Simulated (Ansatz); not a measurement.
`F[SiH2]C1C[SiH2]1` → `FC1C[SiH2][SiH2]1`  (isomerisation)

Isolated molecules relaxed with PBE0-D4/def2-TZVP in Ansatz; ΔE leaves out vibrations. CBS: MP2 limit from def2 TZ/QZ plus the TZ coupled-cluster correction, frozen cores. DFT in def2-TZVPP. B3LYP here is the variant with VWN-RPA as its local correlation; programs differ in this. Each species was taken in one conformer, which may not be the lowest.

| level | ΔE (kJ/mol) | difference from CCSD(T)/CBS |
| --- | --- | --- |
| PBE-D4 | 153.6 | -29.6 |
| PBE0-D4 | 161.5 | -21.7 |
| B3LYP-D4 | 172.7 | -10.5 |
| ωB97X-V | 167.6 | -15.6 |
| ωB97M-V | 177.7 | -5.5 |
| PBE | 154.9 | -28.3 |
| r2SCAN | 175.2 | -8.0 |
| PBE0 | 162.4 | -20.8 |
| B3LYP | 174.8 | -8.4 |
| HF/def2-TZVPP | 187.8 | 4.6 |
| MP2/def2-TZVPP | 197.8 | 14.6 |
| SCS-MP2/def2-TZVPP | 192.2 | 9.0 |
| CCSD/def2-TZVPP | 181.0 | -2.2 |
| MP2/def2-QZVPP | 201.5 | 18.3 |
| SCS-MP2/def2-QZVPP | 195.9 | 12.7 |
| HF/CBS(def2) | 192.2 | 9.0 |
| CCSD(T)/CBS | 183.2 | 0 |

Largest T1 diagnostic among the species: 0.013.

From PBE to PBE0 (25 % exact exchange), in def2-TZVPP and without D4, ΔE moves by +7.6 kJ/mol.
